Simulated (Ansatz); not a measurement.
Consider the redistribution: `F[Si](F)(F)BCl` + `CCO[SiH3]` → `CCOBCl` + `F[Si](F)(F)[SiH3]`.

Computed with Ansatz on PBE0-D4/def2-TZVP structures; ΔE is electronic, products minus reactants. CCSD(T)/CBS adds triple-zeta CCSD(T) − MP2 to the extrapolated MP2 energy (def2 sets, frozen cores). DFT in def2-TZVPP. HSE06 is defined as in plane-wave codes. Each species was taken in one conformer, which may not be the lowest.

Question: Is it downhill or uphill in electronic energy at CCSD(T)/CBS, and by how much? (Best estimate.)

Answer: The calculation gave: Downhill: ΔE = -18.9 kcal/mol.

Question: What do these levels give: r2SCAN-D4, HSE06-D4, BHLYP-D4, B2PLYP, RPA@PBE/def2-TZVPP, HF/def2-SVP? (An estimate is asked.)

Answer: Ansatz gave: r2SCAN-D4 -21.0, HSE06-D4 -21.6, BHLYP-D4 -18.6, B2PLYP -19.4, RPA@PBE/def2-TZVPP -17.7, HF/def2-SVP -21.2 kcal/mol.

Largest T1 diagnostic among the species: 0.013.

In def2-TZVPP, CCSD(T) changes the Hartree–Fock value by −2.3 kcal/mol (the triples alone add −0.5 kcal/mol) and MP2 by −1.8 kcal/mol. From PBE to PBE0 (25 % exact exchange), in def2-TZVPP and without D4, ΔE moves by +1.1 kcal/mol. At CCSD(T), def2-SVP lies −4.7 kcal/mol from the extrapolated value and def2-TZVPP −0.1 kcal/mol.
